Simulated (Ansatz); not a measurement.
The cluster Ga₄O₈H₄, relaxed as a singlet with RKS PBE-D4/def2-SVP in Ansatz, starting from the GFN2-xTB geometry. Force threshold 0.03 eV/Å.

The restricted singlet is unstable towards broken spin symmetry in Hartree–Fock (as tested in another run); at PBE-D4/def2-SVP this wasn't settled. The structure comes from a short search, and lower isomers may exist.

Start:

```xyz
16

Ga   -0.121   -0.138    0.235
Ga    2.848   -0.728    0.820
Ga    2.052    0.986   -1.628
Ga   -2.813   -0.479    0.948
O     2.418    1.917   -3.033
O    -1.464    0.744    1.294
O    -1.576   -1.345   -0.126
O    -4.025   -1.088    1.969
O     0.351    0.785   -1.172
O    -4.483   -0.260    0.729
O     3.255    0.215   -0.613
O     1.140   -0.871    1.204
H    -1.475    1.516    1.870
H     1.668    2.274   -3.516
H     3.898   -1.384    1.668
H    -1.674   -2.146   -0.651
```

(1) Estimate the energy that the relaxation releases and the steps that it takes.

(2) Does the start keep its bonding?

(3) Predict the relaxed structure.

Results:

(1) 21.9 kcal/mol, in 12 steps; 97 s on 4 threads of Arm Neoverse N1 on a shared host. The force fell under the threshold at step 9, but the optimiser went on. No frequencies were taken in this run, so the end may be a saddle point.

(2) By distances, no bond broke or formed. The bond that changes most is Ga4–O8, from 1.70 to 1.82 Å (atoms count from 1).

(3) 
```
atom    x (Å)    y (Å)    z (Å)
 Ga1  -0.0823  -0.1254   0.2302
 Ga2   2.9475  -0.6234   0.9126
 Ga3   2.0534   0.9474  -1.7157
 Ga4  -2.9285  -0.5016   0.9854
  O5   2.5349   1.8180  -3.2023
  O6  -1.4766   0.7080   1.3335
  O7  -1.5903  -1.3357  -0.1113
  O8  -4.2486  -1.1321   2.0598
  O9   0.2989   0.7479  -1.3052
 O10  -4.7121  -0.2819   0.7316
 O11   3.3076   0.2510  -0.6312
 O12   1.1914  -0.7770   1.3299
 H13  -1.2956   1.0048   2.2446
 H14   1.7412   2.1411  -3.6697
 H15   4.0713  -1.1994   1.8172
 H16  -1.8122  -1.6418  -1.0094
```
Bond lengths (bridged metal pairs left out): 13 × Ga–O 1.79 to 1.96 Å; 3 × H–O 0.97 to 0.98 Å; 1 × Ga–H 1.55 Å.
